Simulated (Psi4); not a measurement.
H₄AlFO₃Si (SMILES [OH][Al]([OH])[O][SiH2]F), singlet, geometry from GFN2-xTB (such geometries of metal compounds can be far from the true shape); PBE/6-31G* (Psi4 1.11).

Input for Psi4:
```
memory 2 GB

molecule {
0 1
  Si    1.93731957   -0.04910618   -0.27500279
  F     2.41616113    0.47005335    1.16792683
  O     0.33073686    0.00630992   -0.28791798
  Al   -1.34028914   -0.07290337   -0.13208687
  O    -1.97095177   -1.58782348    0.02539129
  O    -2.27315913    1.29328018   -0.14781995
  H     2.40109959   -1.42013611   -0.38009705
  H     2.42463853    0.93380317   -1.22918123
  H    -2.79663352   -2.03637906    0.14257180
  H    -2.16627753    2.23332923   -0.19469326
}

set basis 6-31g*

energy('pbe')
print_variables()
```

It wrote (shortened):

```
   => Loading Basis Set <=

    Name: 6-31G*
    Role: ORBITAL
    Keyword: BASIS

         ---------------------------------------------------------
                                   SCF
               by Justin Turney, Rob Parrish, Andy Simmonett
                          and Daniel G. A. Smith
                              RKS Reference
         ---------------------------------------------------------

  ==> Geometry <==

    Molecular point group: c1
    Full point group: C1

    Geometry (in Angstrom), charge = 0, multiplicity = 1:

       Center              X                  Y                   Z               Mass
    ------------   -----------------  -----------------  -----------------  -----------------
         SI           1.927729750351    -0.054563404567    -0.296382348438    27.976926534650
         F            2.406571310351     0.464596125433     1.146547271562    18.998403162730
         O            0.321147040351     0.000852695433    -0.309297538438    15.994914619570
         AL          -1.349878959649    -0.078360594567    -0.153466428438    26.981538530000
         O           -1.980541589649    -1.593280704567     0.004011731562    15.994914619570
         O           -2.282748949649     1.287822955433    -0.169199508438    15.994914619570
         H            2.391509770351    -1.425593334567    -0.401476608438     1.007825032230
         H            2.415048710351     0.928345945433    -1.250560788438     1.007825032230
         H           -2.806223339649    -2.041836284567     0.121192241562     1.007825032230
         H           -2.175867349649     2.227872005433    -0.216072818438     1.007825032230

  Running in c1 symmetry.

  Rotational constants: A =      0.15425  B =      0.03597  C =      0.03220 [cm^-1]
  Rotational constants: A =   4624.35331  B =   1078.45111  C =    965.35359 [MHz]
  Nuclear repulsion =  364.609515679407991

  Charge       = 0
  Multiplicity = 1
  Electrons    = 64
  Nalpha       = 32
  Nbeta        = 32

  ==> Algorithm <==

  SCF Algorithm Type is DF.
  DIIS enabled.
  MOM disabled.
  Fractional occupation disabled.
  Guess Type is SAD.
  Energy threshold   = 1.00e-06
  Density threshold  = 1.00e-06
  Integral threshold = 1.00e-12

  ==> Primary Basis <==

  Basis Set: 6-31G*
    Blend: 6-31G*
    Number of shells: 48
    Number of basis functions: 106
    Number of Cartesian functions: 106
    Spherical Harmonics?: false
    Max angular momentum: 2

  ==> DFT Potential <==

[...]
   @DF-RKS iter   6:  -859.41788911021729   -6.49157e-04   1.54279e-04 DIIS/ADIIS
   @DF-RKS iter   7:  -859.41797431065606   -8.52004e-05   5.88628e-05 DIIS
   @DF-RKS iter   8:  -859.41798879587304   -1.44852e-05   1.13872e-05 DIIS
   @DF-RKS iter   9:  -859.41798927550792   -4.79635e-07   5.74583e-06 DIIS
   @DF-RKS iter  10:  -859.41798940432386   -1.28816e-07   1.44689e-06 DIIS
   @DF-RKS iter  11:  -859.41798941325260   -8.92874e-09   2.49570e-07 DIIS
  Energy and wave function converged.

  ==> Post-Iterations <==

   Electrons on quadrature grid:
      Ntotal   =   64.0000421252 ; deviation = 4.213e-05

    Orbital Energies [Eh]
    ---------------------

    Doubly Occupied:

[...]
    Virtual:

[...]
    Final Occupation by Irrep:
              A
    DOCC [    32 ]
    NA   [    32 ]
    NB   [    32 ]

  @DF-RKS Final Energy:  -859.41798941325260

   => Energetics <=

    Nuclear Repulsion Energy =            364.6095156794079912
    One-Electron Energy =               -1919.1747884557828456
    Two-Electron Energy =                 772.1000283235382540
    DFT Exchange-Correlation Energy =     -76.9527449604158846
    Empirical Dispersion Energy =           0.0000000000000000
    VV10 Nonlocal Energy =                  0.0000000000000000
    Total Energy =                       -859.4179894132525988

Computation Completed

Properties will be evaluated at   0.000000,   0.000000,   0.000000 [a0]

Properties computed using the SCF density matrix

 Multipole Moments:

 ------------------------------------------------------------------------------------
     Multipole            Electronic (a.u.)      Nuclear  (a.u.)        Total (a.u.)
 ------------------------------------------------------------------------------------

 L = 1.  Multiply by 2.5417464519 to convert [e a0] to [Debye]
 Dipole X            :          0.4757720           -1.1598163           -0.6840443
 Dipole Y            :          0.8026926           -0.6600102            0.1426824
 Dipole Z            :          2.1863587           -2.5856962           -0.3993375
 Magnitude           :                                                    0.8048263

 ------------------------------------------------------------------------------------

  Variable Map:
  ----------------------------------------------------------------------------
[...]
  Array Variable Map:
  ----------------------------------------------------------------------------
[...]
[...]
```
